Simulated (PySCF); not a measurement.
# Ionisation energy of O+ by level of theory

O+ [He] 2s2 2p3 (4S) → O(2+) [He] 2s2 2p2 (3P), as a difference of total energies. Computed with PySCF 2.14 in aug-cc-pCVTZ-DK (7s6p4d2f, 59 functions), with scalar relativity by spin-free X2C-1e. Correlated levels: valence: 1s2 frozen; valence and next inner shell: nothing frozen. The calculations carry no spin-orbit coupling.

| method | ionisation energy (eV) |
| --- | --- |
| UHF | 34.550 |
| LDA | 35.562 |
| PBE | 35.264 |
| PBE0 | 35.295 |
| r2SCAN | 35.460 |
| revPBE | 35.194 |
| BP86 | 35.260 |
| r2SCANh | 35.447 |
| PW91 | 35.377 |
| MP2 (valence) | 35.187 |
| SCS-MP2 (valence) | 34.926 |
| MP2 (valence and next inner shell) | 35.223 |
| SCS-MP2 (valence and next inner shell) | 34.952 |

Q: How much does correlation contribute at MP2 (valence and next inner shell)?

A: 35.223 − (34.550) = 0.673 eV, measured against UHF.

A first-order spin-orbit estimate (lowest level to lowest level, LS coupling) adds -0.027 eV.

Errors of the correlated levels include the incompleteness of this basis and the frozen core.

For comparison: 35.121 eV (measured; NIST Atomic Spectra Database, ionization energies).
